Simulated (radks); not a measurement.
Results of a calculation; reference values are marked as such.
Coulomb parameter of the 3d shell of the vanadium ion V2+ in the model configuration [Ar] 3d1.5 4p1.5, as a second difference U = [E(n + 0.5) + E(n - 0.5) - 2 E(n)] / (0.5)^2 with all orbitals relaxed. "Bare": the charge of the atom changes with n. "Screened": the 4p shell takes up the change at fixed total charge, which measures U(3d,3d) + U(4p,4p) - 2 U(3d,4p). Code: a radial shooting solver on a logarithmic mesh with Libxc functionals. Model: scalar-relativistic Kohn-Sham, PBEsol, spin-unpolarised, spherical densities, point nucleus.

case,configuration,E - E(n) (eV)
start,[Ar] 3d1.5 4p1.5,0.000
bare +0.5,[Ar] 3d2 4p1.5,-13.688
bare -0.5,[Ar] 3d1 4p1.5,17.701
screened +0.5,[Ar] 3d2 4p1,-6.853
screened -0.5,[Ar] 3d1 4p2,8.107

U(bare) = 16.051 eV, U(screened by 4p) = 5.017 eV, against the Slater integral F0(3d,3d) = 21.566 eV with frozen orbitals.
